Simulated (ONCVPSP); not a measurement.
## Transferability test, ONCV potential for bromine (Br)

```json
{"Element": "Br", "Generator": "ONCVPSP 4.0.1", "Type": "optimised norm-conserving Vanderbilt (ONCV)", "Functional": "PBEsol", "Relativity": "scalar-relativistic", "Frozen core": "[Ar] 3d10", "Valence charge": "7", "Reference configuration": "4s2 4p3 (charge +2)", "Partial waves": "4s: rc 1.55 bohr, ncon 4, nbas 7, qcut 4.1 1/bohr, 1 projector; 4p: rc 1.70 bohr, ncon 3, nbas 8, qcut 5 1/bohr, 2 projectors, debl 2.7 Ha; d scattering state at 0.23 Ha: rc 1.75 bohr, ncon 4, nbas 8, qcut 4.7 1/bohr, 3 projectors, debl 1.9 Ha", "Local potential": "polynomial inside 1.45 bohr (lpopt 5, dvloc0 4 Ha)", "Core correction": "Teter function fitted to the true core (icmod 2), fcfact 0.25"}
```

In the d channel the program set the typed energies aside and used 0.050, 1.950, 3.850 Ha.

Energies are relative to the spin-unpolarised reference configuration 4s2 4p3; without spin polarisation the order of configurations can differ from experiment.

```json
{"valence configuration": "4s2 4p5", "charge": "0", "ΔE all-electron (eV)": "-35.325", "error AE − PS (meV)": "-1.3"}
{"valence configuration": "4s2 4p4", "charge": "+1", "ΔE all-electron (eV)": "-22.771", "error AE − PS (meV)": "+0.1"}
```

Task: What are ΔE and the potential's error for 4s2 4p4.5?

Result: ΔE = -30.252 eV all-electron; the error (AE − PS) is -0.7 meV.

Task: What are ΔE and the potential's error for 4s2 4p2?

Result: ΔE = 34.009 eV all-electron; the error (AE − PS) is -11 meV.

Note: no bound ghost flagged; GHOST(+) flagged for d at 104.2 eV.
